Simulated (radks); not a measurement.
Effect of the nuclear size on the vanadium ion V+, [Ar] 3d4. Calculated with a radial shooting solver on a logarithmic mesh with Libxc functionals: Dirac Kohn-Sham, BLYP, spin-unpolarised, spherical densities, finite nucleus; open shells are shared between the two j in proportion to 2j + 1; Fermi nuclear charge, rms radius 3.6002 fm. The rms radius is varied about that value; shifts are against it.

| rms radius (fm) | total energy shift (eV) | density at nucleus (e/bohr^3) | 1s1/2 shift (meV) | 2s1/2 shift (meV) | 3s1/2 shift (meV) |
|---|---|---|---|---|---|
| 2.9018 | -0.0209 | 9957 | -8.87 | -0.763 | -0.108 |
| 3.2618 | -0.0107 | 9917 | -4.53 | -0.390 | -0.055 |
| 3.6002 | 0 | 9884 | 0.000 | 0.000 | 0.000 |
| 3.7838 | 0.00622 | 9868 | 2.64 | 0.227 | 0.032 |
| 3.9782 | 0.0131 | 9851 | 5.57 | 0.479 | 0.068 |

Slopes of the eigenvalues against <r^2> in GHz/fm^2, as finite differences over the two radii next to the reference (eigenvalue slopes, not the field-shift constants of lines): 1s1/2 471, 2s1/2 40.5, 3s1/2 5.71.
